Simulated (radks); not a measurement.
The numbers below are computed, except where a source is named.
All-electron atom: neutral holmium in [Kr] 4d10 4f11 5s2 5p5 6s2 7s1 (not the ground configuration). Code: a radial shooting solver on a logarithmic mesh with Libxc functionals. Model: Dirac Kohn-Sham, LDA (Slater exchange, Perdew-Wang correlation), spin-unpolarised, spherical densities, finite nucleus; open shells fill j = l - 1/2 first; Fermi nuclear charge, rms radius 5.2022 fm.

Unscreened Slater integrals over Kohn-Sham orbitals (cm^-1). Large and small components are both included.

| integral | value |
|---|---|
| F0(7s1/2,7s1/2) | 21465 |
| F0(7s1/2,6s1/2) | 26877 |
| G0(7s1/2,6s1/2) | 1280.5 |
| F0(7s1/2,4f7/2) | 28867 |
| G3(7s1/2,4f7/2) | 358.44 |
| F0(7s1/2,4f5/2) | 28879 |
| G3(7s1/2,4f5/2) | 349.44 |
| F0(6s1/2,6s1/2) | 57050 |
| F0(6s1/2,4f7/2) | 74355 |
| G3(6s1/2,4f7/2) | 2980.0 |
| F0(6s1/2,4f5/2) | 74446 |
| G3(6s1/2,4f5/2) | 2881.5 |
| F0(4f7/2,4f7/2) | 247430 |
| F2(4f7/2,4f7/2) | 114230 |
| F4(4f7/2,4f7/2) | 71031 |
| F6(4f7/2,4f7/2) | 50925 |
| F0(4f7/2,4f5/2) | 249660 |
| F2(4f7/2,4f5/2) | 115400 |
| F4(4f7/2,4f5/2) | 71786 |
| G2(4f7/2,4f5/2) | 115110 |
| G4(4f7/2,4f5/2) | 71616 |
| G6(4f7/2,4f5/2) | 51354 |
| F0(4f5/2,4f5/2) | 251940 |
| F2(4f5/2,4f5/2) | 116620 |
| F4(4f5/2,4f5/2) | 72573 |
